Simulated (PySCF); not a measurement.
## Computed properties of Al(Br)(Me)(OMe) (C2H6AlBrO), SMILES [O]([Al]([Br])[CH3])C

Al(Br)(Me)(OMe) (C₂H₆AlBrO), SMILES [Al]([Br])([O]C)[CH3]. The structure is a stationary point at B3LYP-D3(BJ)/def2-SVP. The values are those of a single conformer. All values are computed for the isolated molecule unless a solvent is named; none is compared with measurement here.

**Structure.** The optimised structure has Cs symmetry. All 27 harmonic modes at B3LYP-D3(BJ)/def2-SVP (PySCF) are real, so it is a minimum. With heavy atoms numbered as in [Al:1]([Br:2])([CH3:3])[O:7][CH3:8], the shortest bond between them is O7–C8 at 1.400 Å and the longest Al1–Br2 at 2.276 Å.

**Vibrations.** The strongest infrared lines (harmonic, unscaled, degenerate partners summed) lie at 1234 cm⁻¹ (302 km/mol, O 48 %, C 29 %, H 20 %), 709 cm⁻¹ (102 km/mol, H 55 %, C 25 %, Al 19 %), 777 cm⁻¹ (95 km/mol, Al 48 %, C 23 %, H 16 %, O 12 %). The softest mode is at 37 cm⁻¹ and the zero-point energy is 49.4 kcal/mol.

**Electronic structure.** B3LYP/def2-TZVP (PySCF) places the frontier levels at -7.96 and -0.60 eV, a gap of 7.36 eV, and gives a dipole moment of 1.22 D and a mean polarisability of 72.6 bohr³. PBE/def2-TZVP (PySCF) at the same geometry gives -6.72 and -1.14 eV, so its gap is 1.78 eV narrower. An orbital gap is neither the optical nor the fundamental gap.

**Excitations.** TDA-PBE0/def2-SVPD (PySCF) has S1 at 6.40 eV (194 nm, f = 0.001, dark); the most intense of the 10 singlets computed lies at 7.46 eV (f = 0.20). T1 (TDA) is at 6.08 eV, 0.32 eV under S1. TDA-PBE/def2-SVPD (PySCF) puts S1 at 5.51 eV. No vertical singlet excitation falls in the visible range (under 3.1 eV).

**NMR.** GIAO shifts at HF/pcSseg-1 (PySCF) (non-relativistic, atoms alike by connectivity averaged): ¹³C from -10.3 to 51.3 ppm against TMS; ¹H from 0.1 to 4.0 ppm against TMS. Without spin–orbit terms, shifts of atoms bonded to Cl or Br come out too high.
